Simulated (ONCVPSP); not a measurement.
Scattering properties, ONCV potential for Li (Z = 3)

ONCVPSP 4.0.1 input, shortened (lines: element, Z, core and valence counts, functional; n l f; lmax; l rc ep ncon nbas qcut; lloc lpopt rc5 dvloc0; l nproj debl; icmod fcfact rcfact), PBE, scalar-relativistic:

```
  Li 3.00    1    2        4      upf
    1    0    2.00
    2    0    0.75
    2    1    0.25
    2
    0    3.05    0.00    3    7    2.60
    1    4.00    0.00    4    8    2.30
    2    3.35    0.07    3    7    2.70
    4    2    1.95    1.00
    0    3    1.60
    1    2    3.40
    2    1    3.30
    3    5.25    1.05
```

The phase is arctan(r·R′/R) of the radial function R(r), unwrapped; energies in Ha, scanned from -2 to 5 Ha. A pole is an energy at which the radial function vanishes at the test radius. The pseudo phase is shifted by a multiple of π to meet the all-electron one at the reference energy, and phase errors are pseudo minus all-electron; the curves can meet again beyond the range given. Levels narrower than the energy grid can be missing from the lists of poles.

Problem. For each channel, where are the poles, and over which energies does the pseudopotential scatter like the atom?

Solution.

| channel | radius (bohr) | reference energy (Ha) | poles, all-electron | poles, pseudo | unbroken range about the reference energy with phases within 0.05 rad | phase error 1 Ha above the reference energy (rad) |
| --- | --- | --- | --- | --- | --- | --- |
| s | 3.09 | -0.11 | -1.91, 0.44, 2.65 | 0.44, 2.65 | -1.9 to 3.9 | -0.000 |
| p | 4.07 | -0.05 | 0.18, 1.16, 2.79 | 0.21, 2.50, 3.80 | below 0.2 | +0.876 |
| d | 3.40 | 0.07 | 1.03, 2.97 | 1.05, 3.28 | below 1.5 | +0.009 |

Note: no bound ghost flagged; GHOST(+) flagged for p at 103.3 eV.

Phases in the d channel:

```
E (Ha)  all-electron  pseudo
 -1.98         1.403   1.403
 -1.62         1.383   1.383
 -1.26         1.355   1.355
 -0.90         1.313   1.313
 -0.54         1.235   1.235
 -0.18         1.045   1.045
  0.18         0.128   0.128
  0.54        -1.224  -1.222
  0.90        -1.512  -1.507
  1.26        -1.673  -1.655
  1.62        -2.043  -1.902
  1.98        -4.240  -3.774
  2.34        -4.571  -4.492
  2.70        -4.666  -4.620
  3.06        -4.726  -4.682
  3.42        -4.790  -4.730
  3.78        -4.912  -4.781
  4.14        -5.782  -4.867
  4.50        -7.572  -5.184
  4.86        -7.736  -7.345
```
